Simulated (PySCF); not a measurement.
B(F)(Br)(NH2) (BBrFH2N), SMILES NB(F)Br.

The structure is a stationary point at PBE0-D3(BJ)/def2-SVP. Other conformers were not sampled.

Level of theory: PySCF with PBE0/def2-TZVPD.

Isolated molecule, no solvent.

- total energy = -2754.54204 hartree
- point group = Cs
- highest occupied level = -8.31 eV
- lowest empty level = -0.22 eV
- orbital gap = 8.09 eV
- dipole moment = 2.83 D
- quadrupole, principal values (traceless, Buckingham form, about the centre of nuclear charge) = -4.67, -3.88, 8.55 D·Å
- mean static polarisability = 45.1 bohr³ (6.68 Å³)
- polarisability, principal values = 36.4, 43.0, 55.7 bohr³
